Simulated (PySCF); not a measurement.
Two species compared at the same levels of theory.

First species: C2H6AsGa.
Geometry (PBE0-D3(BJ)/def2-SVP, Å), atoms numbered from 1 in this order:
```
atom  x, y, z in Å
C1     2.1180   -1.4557   -0.4174
C2     1.5797   -0.3631   -0.3308
Ga3    0.6565    1.3424   -0.1701
As4   -1.5740    0.0234    0.3210
H5     2.6047   -2.4117   -0.4965
H6     0.2576    2.0685   -1.5016
H7     0.8129    2.1059    1.1912
H8    -1.9831   -0.9954   -0.7150
H9    -1.5166   -0.9113    1.5055
H10   -2.9476    0.6010    0.5907
```

Second species: Spiro[2.4]heptane, C7H12.
Bonds: C1–C2, C2–C3, C3–C4, C4–C5, C4–C6, C6–C7, C1–C5, C4–C7. Hydrogens: H8, H9 on C1; H10, H11 on C2; H12, H13 on C3; H14, H15 on C5; H16, H17 on C6; H18, H19 on C7.

Levels: B3LYP/def2-SVPD for HOMO energy, LUMO energy, HOMO–LUMO gap and static isotropic polarisability; TDDFT B3LYP/def2-SVPD for lowest singlet excitation; TDA B3LYP/def2-SVPD for lowest triplet excitation (Tamm–Dancoff); ΔSCF B3LYP/def2-SVPD for vertical ionisation energy. Geometries: PBE0-D3(BJ)/def2-SVP. All species are isolated and taken at one optimised geometry, non-relativistic unless stated. Electronic properties by PySCF.

Values for the first species:

```
HOMO energy                              : -7.22 eV
LUMO energy                              : -0.92 eV
HOMO–LUMO gap                            : 6.30 eV
Lowest singlet excitation                : 5.25 eV
Lowest triplet excitation (Tamm–Dancoff) : 4.76 eV
Static isotropic polarisability          : 89.9 au
Vertical ionisation energy               : 9.38 eV
```

Estimate the same properties for the second species, and the change in each.

| property | first | second | second less first |
| --- | --- | --- | --- |
| HOMO energy | -7.22 eV | -7.28 eV | -0.06 eV |
| LUMO energy | -0.92 eV | 0.55 eV | +1.47 eV |
| HOMO–LUMO gap | 6.30 eV | 7.83 eV | +1.53 eV |
| lowest singlet excitation | 5.25 eV | 6.97 eV | +1.72 eV |
| lowest triplet excitation (Tamm–Dancoff) | 4.76 eV | 6.89 eV | +2.13 eV |
| static isotropic polarisability | 89.9 au | 79.5 au | -10.4 au |
| vertical ionisation energy | 9.38 eV | 9.43 eV | +0.05 eV |

On the first: The ΔSCF ionisation energy exceeds −ε(HOMO) by 2.16 eV with B3LYP. The 10 singlets span 5.25 to 6.66 eV, and their oscillator strengths add up to 0.13. The calculation is non-relativistic and has no spin–orbit coupling, an omission that weighs most on arsenic and gallium.

On the second: S1 lies 0.86 eV below the HOMO–LUMO gap; its leading configuration is HOMO→LUMO, weight 0.97. The principal polarisabilities are 72.9, 76.9 and 88.7 au; their mean is the isotropic value.
